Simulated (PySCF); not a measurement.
Computed with PBE-D3(BJ)/def2-TZVP // r2SCAN-D4/def2-TZVP (PySCF). Gas-phase values, no solvent. 

Reference species (SMILES): `IB(N)I` (neutral, multiplicity 1).

- HOMO–LUMO gap: 4.66 eV
- dipole moment: 2.68 D

Changed species: `NB(N)N` (0 of 3 NH2 replaced by I; the reference has 2 of 3 NH2 replaced by I).

### Question
Give the shifts of the HOMO–LUMO gap and dipole moment.

### Answer
the HOMO–LUMO gap goes up by 0.53 eV, to 5.19 eV; the dipole moment falls by 2.54 D, to 0.14 D.
